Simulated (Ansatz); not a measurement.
`[Cl][Cd][Br]`. Charge 0, multiplicity 1. Cd: def2 effective core potential.

Bond lengths: Cl1–Cd2 2.269 Å, Cd2–Br3 2.396 Å. Angles: Cl1–Cd2–Br3 180.0°.

(1) What are the harmonic wavenumbers in cm⁻¹ at PBE0-D4/def2-TZVP (Ansatz, finite differences of forces, unscaled)? (Estimate.)

(2) Is this a minimum?

(3) Give the ideal-gas thermochemistry at 298.15 K and 1 bar (rigid rotor, harmonic oscillator; point group C∞v, symmetry number 1).

(4) And at 400, 500, 600, 800 and 1000 K?

(5) Rotational constants (cm⁻¹)?

Answers

(1) The calculation gave: 76, 76, 245, 393.

(2) Yes, all 4 modes are real.

(3) Zero-point energy 4.7 kJ/mol; H(298) − E = 19.6 kJ/mol; entropy 303.7 J/(mol·K), of which translation 176.6, rotation 82.2, vibration 44.9; G(298) − E = -70.9 kJ/mol. Modes under 100 cm⁻¹ are hindered rotations or soft bends, so the harmonic entropy is rough.

(4) 
| T (K) | H − E (kJ/mol) | S (J/mol/K) | G − E (kJ/mol) |
| --- | --- | --- | --- |
| 400 | 25.7 | 321.3 | -102.8 |
| 500 | 31.8 | 334.9 | -135.6 |
| 600 | 37.9 | 346.0 | -169.7 |
| 800 | 50.3 | 363.8 | -240.7 |
| 1000 | 62.7 | 377.6 | -314.9 |

(5) 0.02871.
